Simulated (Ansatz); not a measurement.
HAlF, SMILES `[F][AlH-]` (excited triplet) (charge -1, multiplicity 3). This triplet is an excited state, 1.08 eV above the relaxed singlet at the level composite: frozen-core CCSD(T) with HF/aug-cc-pVQZ and the correlation energy extrapolated as X^-3 from aug-cc-pVTZ and aug-cc-pVQZ, plus CCSDT(Q) minus CCSD(T) in aug-cc-pVDZ // B3LYP-D3(BJ)/def2-TZVPD (Ansatz, an electronic-structure program).

Calculation: frozen-core fic-MRCISD+Q@CASSCF(2e,2o)/aug-cc-pVTZ // B3LYP-D3(BJ)/def2-TZVPD run with Ansatz.

Ansatz 0.2 input:
```yaml
crystal:
  periodic: [false, false, false]
  atoms:
    - { symbol: F, position_ang: [1.438609, -0.258059, -0.000005] }
    - { symbol: Al, position_ang: [-0.060626, 0.602818, -0.000001] }
    - { symbol: H, position_ang: [-1.377983, -0.344759, 0.000005] }
basis:
  gaussian: { orbitals: aug-cc-pVTZ }
correlation:
  method: fic_mrcisd_q
  active_space: { window: { electrons: 2, orbitals: 2 } }
total_charge: -1
magnetization:
  spin_polarized: false
  initial_magnetization: 2
```

Output:

```
Functional definition: HF
718 factors; integrals over basis functions are off by at most 1.3e-3 eV
mean field evaluation 1: about -9303.5254 eV, gradient 2.8e1 eV
mean field evaluation 2: about -9303.5313 eV, gradient 2.8e1 eV
mean field evaluation 4: about -9305.9670 eV, gradient 2.1e0 eV
mean field evaluation 8: about -9306.0588 eV, gradient 1.6e-1 eV
mean field evaluation 16: about -9306.0489 eV, gradient 2.6e-2 eV
mean field evaluation 32: about -9306.8544 eV, gradient 1.9e-6 eV
mean field evaluation 64: about -9305.9765 eV, gradient 6.5e-1 eV
mean field evaluation 96: about -9305.8751 eV, gradient 5.1e0 eV
mean field evaluation 128: about -9306.8509 eV, gradient 1.8e-1 eV
mean field evaluation 160: about -9306.8544 eV, gradient 3.2e-6 eV
mean field -9306.85438673 eV, -342.0205903000 hartree, gradient 3.2e-6 eV, S^2 2.000000; 11 other end points of the search recorded, 0 dependent functions left out
reference -9306.85438673 eV, -342.0205903000 hartree; 13, 11 occupied and 106, 108 virtual orbitals, 718 factors
state -9306.85438673 eV, -342.0205903000 hartree
contracted CI cycle   1: correlation 0.00000000 eV, 0.0000000000 hartree, residual 4.13e1 eV
contracted CI cycle   2: correlation -8.48157132 eV, -0.3116919971 hartree, residual 5.26e0 eV
contracted CI cycle   3: correlation -8.69559034 eV, -0.3195570510 hartree, residual 1.23e0 eV
contracted CI cycle   4: correlation -8.70908514 eV, -0.3200529757 hartree, residual 3.55e-1 eV
contracted CI cycle   5: correlation -8.71030735 eV, -0.3200978910 hartree, residual 8.82e-2 eV
contracted CI cycle   6: correlation -8.71038610 eV, -0.3201007851 hartree, residual 2.36e-2 eV
contracted CI cycle   7: correlation -8.71039257 eV, -0.3201010227 hartree, residual 8.19e-3 eV
contracted CI cycle   8: correlation -8.71039329 eV, -0.3201010495 hartree, residual 2.53e-3 eV
contracted CI cycle   9: correlation -8.71039336 eV, -0.3201010518 hartree, residual 7.08e-4 eV
contracted CI cycle  10: correlation -8.71039336 eV, -0.3201010520 hartree, residual 2.37e-4 eV
state -9306.85438673 eV, -342.0205903000 hartree; corrected -9316.25996257 eV, -342.3662388368 hartree
Total energy: -9316.25996257 eV, -342.3662388368 hartree
```
